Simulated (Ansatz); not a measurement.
`C[SiH2]B(N)Cl` → `C[SiH](N)BCl`  (isomerisation)

Program: Ansatz. Geometries: PBE0-D4/def2-TZVP. ΔE: electronic, gas phase. CBS: MP2 limit from def2 TZ/QZ plus the TZ coupled-cluster correction, frozen cores. Functionals use def2-TZVPP. Each species was taken in one conformer, which may not be the lowest.

(1) Is it downhill or uphill in electronic energy at CCSD(T)/CBS, and by how much? (Estimate.)

(2) What do these levels give: ωB97M-V, RPA@PBE/def2-TZVPP, HF/def2-QZVPP, MP2/def2-QZVPP, HF/CBS(def2), CCSD/CBS(def2)? (Best estimate.)

Largest T1 diagnostic among the species: 0.012.

Results:

(1) Ansatz gave: Uphill: ΔE = +22.5 kcal/mol.

(2) The calculation gave: ωB97M-V 23.4, RPA@PBE/def2-TZVPP 22.5, HF/def2-QZVPP 20.9, MP2/def2-QZVPP 22.8, HF/CBS(def2) 20.9, CCSD/CBS(def2) 22.1 kcal/mol.

Leaving LDA and LC-ωPBE aside and taking each functional with its dispersion term where it has one, the values, not all of them listed here, spread over 2.1 kcal/mol, from BHLYP-D4 to PBE-D4. LDA lies +2.0 kcal/mol from PBE without D4. At CCSD(T), def2-SVP lies +6.3 kcal/mol from the extrapolated value and def2-TZVPP +0.5 kcal/mol.
